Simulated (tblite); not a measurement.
Record of a relaxation.

Compound: C6H7FNS (doublet state).
SMILES with atom numbers: `[CH2:1]=[CH:2]/[N:3]=[C:4]1/[CH2:5][C@H:6]([F:7])[C:8]1[SH:9]` (hydrogens: H10, H11 on C1; H12 on C2; H13, H14 on C5; H15 on C6; H16 on S9)
Bond orders are those of one Lewis drawing.

Computed with GFN2-xTB (tblite), gas phase: L-BFGS steps from a force-field or distance-geometry start until the largest atomic force falls under 0.01 eV/Å. 12 of its 134 geometries are shown.

Step 0: E = -738.4990 eV, largest atomic force 3.446 eV/Å
```
atom  x, y, z in Å  |  force x, y, z in eV/Å
C1      2.909    1.131    0.272   -0.808  -0.417  -0.485
C2      1.711    0.811   -0.281    2.399  -1.745   1.697
N3      1.276   -0.524   -0.049   -2.138   1.585   0.286
C4      0.041   -0.642    0.336    1.385   0.815   1.248
C5     -0.863   -1.788    0.705    0.964  -1.461  -0.947
C6     -1.944   -0.925    0.056    0.017   0.152   2.595
F7     -1.793   -0.978   -1.298   -0.900   0.031   0.035
C8     -1.115    0.232    0.667    0.311   0.803  -3.337
S9     -1.256    1.780   -0.189   -0.558   0.963   1.159
H10     3.309    2.128    0.155    0.038  -0.209   0.104
H11     3.465    0.388    0.851   -0.265   0.505  -0.325
H12     1.194    1.550   -0.822   -0.835   0.283  -0.602
H13    -0.976   -1.835    1.802    0.055  -0.458  -0.689
H14    -0.629   -2.736    0.175   -0.243   0.293   0.690
H15    -2.949   -1.030    0.475   -0.276  -0.096  -0.957
H16    -2.389    2.448    0.400    0.853  -1.045  -0.472
```

Step 12: E = -740.1735 eV, largest atomic force 0.568 eV/Å
```
atom  x, y, z in Å  |  force x, y, z in eV/Å
C1      3.028    1.163    0.251    0.093  -0.057   0.153
C2      1.818    0.764   -0.151    0.088   0.079   0.276
N3      1.308   -0.395    0.338    0.036  -0.118  -0.003
C4      0.027   -0.543    0.345    0.073   0.326   0.042
C5     -0.862   -1.718    0.645    0.213  -0.244  -0.299
C6     -2.028   -0.881    0.070    0.050  -0.183  -0.108
F7     -2.276   -1.232   -1.257   -0.146  -0.050   0.317
C8     -1.079    0.284    0.097   -0.005   0.179   0.150
S9     -1.182    2.008    0.098    0.142  -0.136  -0.194
H10     3.450    2.132    0.068   -0.005  -0.067  -0.290
H11     3.561    0.483    0.882    0.293  -0.006   0.257
H12     1.214    1.362   -0.818   -0.174   0.207  -0.175
H13    -0.925   -1.982    1.694   -0.181   0.159   0.134
H14    -0.583   -2.597    0.090   -0.140  -0.447  -0.322
H15    -3.006   -0.922    0.568    0.181   0.302   0.007
H16    -2.475    2.082    0.334   -0.518   0.058   0.055
```

Step 24: E = -740.3903 eV, largest atomic force 0.258 eV/Å
```
atom  x, y, z in Å  |  force x, y, z in eV/Å
C1      3.121    1.165    0.301    0.018  -0.043   0.038
C2      1.880    0.773   -0.023   -0.043   0.099  -0.065
N3      1.310   -0.364    0.452    0.053   0.178  -0.012
C4      0.037   -0.529    0.312    0.020  -0.138   0.008
C5     -0.849   -1.740    0.549   -0.015  -0.034   0.034
C6     -2.030   -0.870    0.063   -0.038  -0.119   0.034
F7     -2.514   -1.266   -1.164   -0.068   0.015  -0.024
C8     -1.072    0.275   -0.006    0.089  -0.047   0.120
S9     -1.323    1.974    0.057   -0.078   0.219  -0.113
H10     3.550    2.054   -0.127   -0.033  -0.056   0.062
H11     3.708    0.611    1.010    0.049  -0.055  -0.004
H12     1.303    1.389   -0.722   -0.003  -0.083   0.018
H13    -0.931   -2.020    1.598    0.034   0.048   0.005
H14    -0.648   -2.637   -0.034    0.030   0.143  -0.132
H15    -2.904   -0.766    0.712   -0.078  -0.043   0.099
H16    -2.647    1.959    0.279    0.064  -0.084  -0.069
```

Step 36: E = -740.4530 eV, largest atomic force 0.201 eV/Å
```
atom  x, y, z in Å  |  force x, y, z in eV/Å
C1      3.163    1.137    0.332    0.043  -0.045   0.029
C2      1.898    0.799    0.028    0.037   0.092  -0.108
N3      1.293   -0.308    0.513    0.104   0.074  -0.074
C4      0.019   -0.478    0.341    0.077  -0.051   0.042
C5     -0.820   -1.729    0.516   -0.091  -0.006  -0.044
C6     -2.043   -0.861    0.156   -0.099   0.050   0.022
F7     -2.655   -1.205   -1.033    0.001  -0.017   0.122
C8     -1.103    0.302    0.046    0.077  -0.118  -0.080
S9     -1.433    1.979   -0.178    0.059  -0.032   0.052
H10     3.630    2.010   -0.099   -0.087  -0.163   0.078
H11     3.734    0.541    1.021    0.015   0.038   0.023
H12     1.351    1.407   -0.695   -0.088   0.092   0.025
H13    -0.840   -2.146    1.521    0.034   0.010  -0.042
H14    -0.629   -2.512   -0.214    0.075   0.000   0.021
H15    -2.839   -0.792    0.904   -0.062  -0.006   0.007
H16    -2.733    1.863    0.097   -0.094   0.082  -0.073
```

Step 48: E = -740.4890 eV, largest atomic force 0.121 eV/Å
```
atom  x, y, z in Å  |  force x, y, z in eV/Å
C1      3.180    1.105    0.359   -0.039  -0.023   0.008
C2      1.904    0.845    0.032   -0.047  -0.025  -0.005
N3      1.288   -0.279    0.459   -0.037  -0.017   0.060
C4      0.011   -0.455    0.324    0.015  -0.020  -0.084
C5     -0.799   -1.729    0.484    0.064   0.007   0.027
C6     -2.058   -0.873    0.230    0.058   0.019   0.030
F7     -2.798   -1.245   -0.868   -0.002   0.035  -0.044
C8     -1.135    0.295    0.036    0.039   0.051  -0.038
S9     -1.459    1.971   -0.226   -0.017  -0.020   0.007
H10     3.696    1.961   -0.033    0.001   0.062   0.031
H11     3.707    0.460    1.037    0.051  -0.049  -0.010
H12     1.357    1.520   -0.628   -0.004   0.066  -0.032
H13    -0.747   -2.216    1.455   -0.001   0.024  -0.030
H14    -0.593   -2.446   -0.309   -0.105  -0.030   0.052
H15    -2.772   -0.783    1.055    0.006  -0.053   0.057
H16    -2.791    1.877   -0.151    0.016  -0.026  -0.030
```

Step 60: E = -740.5063 eV, largest atomic force 0.132 eV/Å
```
atom  x, y, z in Å  |  force x, y, z in eV/Å
C1      3.188    1.095    0.380   -0.033  -0.015   0.005
C2      1.905    0.874    0.044    0.020  -0.009  -0.008
N3      1.292   -0.280    0.395    0.050  -0.001  -0.026
C4      0.016   -0.462    0.263    0.037   0.061  -0.013
C5     -0.791   -1.732    0.465    0.023   0.033  -0.047
C6     -2.054   -0.865    0.281   -0.031  -0.015   0.032
F7     -2.877   -1.219   -0.764    0.038  -0.029  -0.037
C8     -1.139    0.295    0.021   -0.013  -0.001   0.018
S9     -1.481    1.962   -0.262    0.061   0.004  -0.026
H10     3.712    1.988    0.081   -0.093  -0.085   0.040
H11     3.717    0.375    0.982   -0.011   0.047  -0.056
H12     1.359    1.609   -0.554    0.010  -0.009   0.049
H13    -0.674   -2.209    1.433   -0.054  -0.004   0.012
H14    -0.664   -2.465   -0.329    0.028  -0.005  -0.008
H15    -2.709   -0.789    1.155    0.009   0.067   0.055
H16    -2.807    1.830   -0.336   -0.041  -0.039   0.011
```

Step 73: E = -740.5149 eV, largest atomic force 0.036 eV/Å
```
atom  x, y, z in Å  |  force x, y, z in eV/Å
C1      3.189    1.083    0.388   -0.002   0.008  -0.009
C2      1.906    0.874    0.055   -0.023   0.013   0.024
N3      1.307   -0.305    0.342   -0.010   0.015   0.006
C4      0.026   -0.465    0.238   -0.012  -0.029   0.011
C5     -0.789   -1.726    0.459   -0.008  -0.015   0.005
C6     -2.046   -0.847    0.308   -0.001  -0.005   0.002
F7     -2.905   -1.206   -0.706   -0.009   0.000  -0.007
C8     -1.128    0.299    0.011    0.015   0.008   0.005
S9     -1.495    1.948   -0.337    0.011  -0.006  -0.018
H10     3.680    2.012    0.162    0.021   0.002   0.000
H11     3.747    0.328    0.913   -0.006   0.006  -0.028
H12     1.338    1.654   -0.458    0.002  -0.010   0.019
H13    -0.668   -2.209    1.425    0.017   0.005  -0.030
H14    -0.688   -2.455   -0.342    0.012  -0.016   0.016
H15    -2.664   -0.743    1.207   -0.022   0.006   0.004
H16    -2.818    1.767   -0.409    0.013   0.016   0.001
```

Step 85: E = -740.5195 eV, largest atomic force 0.039 eV/Å
```
atom  x, y, z in Å  |  force x, y, z in eV/Å
C1      3.183    1.088    0.374   -0.001  -0.013  -0.012
C2      1.884    0.891    0.099   -0.012  -0.001   0.006
N3      1.310   -0.309    0.350   -0.016   0.011  -0.009
C4      0.030   -0.478    0.237   -0.014  -0.007   0.006
C5     -0.790   -1.734    0.463   -0.012  -0.001   0.004
C6     -2.043   -0.848    0.312   -0.007   0.011   0.006
F7     -2.917   -1.214   -0.687    0.005   0.004  -0.020
C8     -1.119    0.289   -0.005   -0.003  -0.003   0.009
S9     -1.457    1.929   -0.414    0.021   0.002   0.013
H10     3.667    2.028    0.182   -0.002  -0.008   0.003
H11     3.761    0.293    0.810    0.034   0.017  -0.010
H12     1.283    1.695   -0.332    0.013  -0.010   0.013
H13    -0.665   -2.218    1.427    0.001   0.002   0.012
H14    -0.696   -2.468   -0.335    0.009   0.010   0.003
H15    -2.655   -0.723    1.214    0.021  -0.013  -0.008
H16    -2.785    1.788   -0.439   -0.035  -0.002  -0.018
```

Step 97: E = -740.5228 eV, largest atomic force 0.067 eV/Å
```
atom  x, y, z in Å  |  force x, y, z in eV/Å
C1      3.191    1.081    0.348   -0.012  -0.028  -0.016
C2      1.877    0.893    0.150    0.022   0.015   0.036
N3      1.310   -0.321    0.349   -0.020   0.011  -0.021
C4      0.027   -0.481    0.245    0.012   0.026   0.027
C5     -0.796   -1.735    0.471    0.010  -0.003   0.000
C6     -2.047   -0.848    0.316    0.013   0.032  -0.031
F7     -2.919   -1.214   -0.683   -0.012   0.003  -0.025
C8     -1.121    0.287   -0.001    0.020   0.046   0.015
S9     -1.448    1.926   -0.437   -0.001  -0.065   0.018
H10     3.646    2.045    0.206    0.002  -0.003  -0.015
H11     3.821    0.269    0.663   -0.021  -0.008   0.001
H12     1.251    1.731   -0.165   -0.017   0.010  -0.006
H13    -0.676   -2.213    1.439    0.014  -0.014   0.039
H14    -0.696   -2.473   -0.320   -0.013   0.006  -0.016
H15    -2.657   -0.722    1.219    0.000  -0.006  -0.003
H16    -2.773    1.783   -0.544    0.004  -0.021  -0.003
```

Step 109: E = -740.5282 eV, largest atomic force 0.039 eV/Å
```
atom  x, y, z in Å  |  force x, y, z in eV/Å
C1      3.199    1.073    0.281    0.009  -0.003   0.005
C2      1.867    0.911    0.240   -0.004   0.006   0.035
N3      1.309   -0.313    0.391   -0.003  -0.008  -0.006
C4      0.025   -0.470    0.314   -0.003  -0.001  -0.007
C5     -0.802   -1.730    0.497    0.017   0.004  -0.001
C6     -2.051   -0.845    0.312    0.011  -0.001  -0.001
F7     -2.874   -1.194   -0.736   -0.013   0.006  -0.008
C8     -1.119    0.299    0.054    0.012   0.001  -0.013
S9     -1.441    1.917   -0.445   -0.004   0.017   0.005
H10     3.649    2.043    0.164   -0.008  -0.022   0.006
H11     3.847    0.230    0.435    0.002  -0.016  -0.015
H12     1.220    1.779    0.099   -0.023   0.023  -0.022
H13    -0.710   -2.226    1.460   -0.002   0.006   0.012
H14    -0.681   -2.453   -0.306    0.016   0.003   0.006
H15    -2.703   -0.741    1.187    0.001  -0.004   0.002
H16    -2.742    1.730   -0.691   -0.008  -0.011   0.002
```

Step 121: E = -740.5291 eV, largest atomic force 0.026 eV/Å
```
atom  x, y, z in Å  |  force x, y, z in eV/Å
C1      3.200    1.067    0.272    0.003   0.002  -0.026
C2      1.866    0.920    0.265   -0.013   0.005   0.006
N3      1.306   -0.305    0.398    0.005   0.003  -0.004
C4      0.022   -0.463    0.322    0.007   0.011   0.001
C5     -0.799   -1.725    0.501   -0.001   0.004   0.003
C6     -2.051   -0.845    0.308   -0.002   0.004  -0.001
F7     -2.870   -1.192   -0.744    0.003  -0.004  -0.001
C8     -1.122    0.304    0.058    0.000  -0.014  -0.009
S9     -1.453    1.917   -0.447   -0.005   0.009  -0.001
H10     3.661    2.032    0.167   -0.007  -0.006   0.008
H11     3.839    0.208    0.370    0.008  -0.010   0.012
H12     1.219    1.795    0.161    0.008   0.000   0.005
H13    -0.714   -2.217    1.466    0.009  -0.004   0.010
H14    -0.664   -2.450   -0.298   -0.004  -0.003  -0.004
H15    -2.705   -0.747    1.182   -0.006  -0.001  -0.003
H16    -2.744    1.709   -0.723   -0.004   0.002   0.004
```

Step 133: E = -740.5295 eV, largest atomic force 0.007 eV/Å
```
atom  x, y, z in Å  |  force x, y, z in eV/Å
C1      3.203    1.062    0.267   -0.004   0.003  -0.002
C2      1.868    0.923    0.267    0.001   0.001   0.001
N3      1.304   -0.300    0.398    0.000  -0.001  -0.002
C4      0.021   -0.458    0.321    0.001  -0.001   0.000
C5     -0.798   -1.722    0.505    0.002   0.000   0.001
C6     -2.052   -0.848    0.301    0.001   0.000  -0.001
F7     -2.860   -1.204   -0.756   -0.003  -0.001  -0.001
C8     -1.126    0.304    0.052    0.002   0.004   0.001
S9     -1.461    1.920   -0.444    0.002  -0.001   0.000
H10     3.667    2.026    0.169    0.005   0.003  -0.001
H11     3.838    0.200    0.360    0.004  -0.006   0.002
H12     1.225    1.802    0.172   -0.002   0.003  -0.001
H13    -0.711   -2.206    1.474   -0.005  -0.001  -0.001
H14    -0.659   -2.453   -0.289    0.000   0.001   0.001
H15    -2.715   -0.748    1.169   -0.001  -0.003   0.001
H16    -2.755    1.713   -0.710   -0.003  -0.001   0.001
```

Question: Summarise the path.

Answer: The energy falls by 46.82 kcal/mol from step 0 to step 133; nine tenths of that is first reached at step 18. It rises by more than 0.2 meV at step 100. The largest force goes from 3.446 to 0.007 eV/Å. Among the bonds S9–H16 changes most, from 1.441 to 1.337 Å; the atoms move by 0.688 Å rms after alignment.

Question: Follow the three bonds and two angles with the largest change from start to end.

Answer: 
```tsv
step	E above end (kcal/mol)	largest force (eV/Å)	S9–H16 (Å)	C4–C8 (Å)	C2–N3 (Å)	C4–C8–S9 (°)	C6–C8–S9 (°)
0	46.82	3.446	1.441	1.487	1.424	117.8	114.8
6	18.53	1.000	1.365	1.429	1.371	128.1	134.0
12	8.21	0.568	1.316	1.404	1.358	129.5	137.4
17	5.07	0.357	1.340	1.404	1.357	129.5	135.3
23	3.39	0.241	1.342	1.407	1.357	132.0	131.3
29	2.59	0.180	1.338	1.402	1.352	134.5	130.3
35	1.91	0.209	1.333	1.398	1.352	136.0	130.3
40	1.44	0.131	1.343	1.401	1.351	136.6	129.3
46	1.02	0.155	1.339	1.400	1.350	135.2	131.1
52	0.74	0.097	1.334	1.400	1.351	134.5	132.1
58	0.59	0.094	1.337	1.401	1.352	135.0	131.3
64	0.41	0.062	1.338	1.402	1.353	136.1	130.3
69	0.36	0.045	1.337	1.402	1.353	136.8	130.0
75	0.32	0.047	1.336	1.403	1.353	136.8	130.0
81	0.25	0.035	1.337	1.402	1.354	136.5	130.3
87	0.22	0.045	1.337	1.403	1.354	136.3	130.5
93	0.19	0.029	1.336	1.403	1.353	135.9	131.0
98	0.14	0.063	1.338	1.403	1.354	136.1	130.8
104	0.06	0.047	1.337	1.403	1.354	136.0	130.8
110	0.03	0.037	1.338	1.403	1.354	136.2	130.6
116	0.01	0.011	1.337	1.403	1.353	136.4	130.4
121	0.01	0.026	1.337	1.403	1.354	136.4	130.4
127	0.00	0.014	1.337	1.403	1.353	136.3	130.4
133	0.00	0.007	1.337	1.403	1.353	136.4	130.4
```

The cost below is that of the whole relaxation. The run took 0.79 s on one thread of an Arm Neoverse V2 (shared host).
